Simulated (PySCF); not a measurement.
## Electron correlation in Cr⁺ (chromium, charge +1)

[Ar] 3d5, high-spin 6S determinant. All numbers are calculated (PySCF 2.14, the non-relativistic Hamiltonian (point nucleus), in aug-cc-pVTZ). Frozen: [Ar]; 5 electrons correlated.

```
  level  correlation energy (mhartree)
   CCSD                         -82.30
    (T)                          -1.69
CCSD(T)                         -83.99
```

Diagnostics: T1 = 0.010, D1 = 0.0142, largest double amplitude 0.025.

Task: Is a single reference adequate?

Result: Yes: T1 lies below 0.03 and no double amplitude reaches 0.07.
